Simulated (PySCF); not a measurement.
Species: (CH3)3CCHF2, C5H10F2.
SMILES: `CC(C)(C)C(F)F`

Torsions of this conformer, `[CH3:1][C:2]([CH3:3])([CH3:4])[CH:5]([F:6])[F:7]`: C1–C2–C5–F6 60°.

The closed-shell ground state was solved at several levels (PySCF, density fitting, gas phase, non-relativistic). Isolated species at its PBE0-D3(BJ)/def2-TZVP geometry, gas phase.

```csv
level,basis functions,total energy (Eh),HOMO (eV),LUMO (eV),gap (eV),dipole (D)
wB97X-D/pcSseg-2,392,-396.2962,-10.99,2.17,13.16,2.21
B97-2/pcSseg-2,392,-396.2803,-8.81,0.54,9.35,2.18
PBE0/pcSseg-2,392,-395.9813,-9.08,0.50,9.58,2.20
```

Q: Estimate the row for KT3/pcSseg-2, a basis of 392 functions; the other rows only guide the guess.

A: Total energy -401.9466 Eh, HOMO -7.68 eV, LUMO -0.35 eV, gap 7.33 eV, dipole 2.07 D.

Q: Over all these levels, which gives the widest orbital gap and which the narrowest?

A: wB97X-D/pcSseg-2 (range-separated hybrid) has the widest, 13.16 eV, and KT3/pcSseg-2 (GGA) the narrowest, 7.33 eV. From the narrowest to the widest the HOMO moves by -3.31 eV and the LUMO by +2.52 eV.

Q: In the pcSseg-2 basis, how does the gap go with the fixed share of exact exchange?

A: KT3 (0 %) 7.33 eV; B97-2 (21 %) 9.35 eV; PBE0 (25 %) 9.58 eV. Each rise in the share widens the gap here.

Q: How far do the dipole and the HOMO energy spread over the levels?

A: The dipole runs from 2.07 to 2.21 D (mean 2.16 D) and the HOMO from -10.99 to -7.68 eV.

wB97X-D is run here without its empirical dispersion term; that term would change no orbital, density or response property at a fixed geometry.
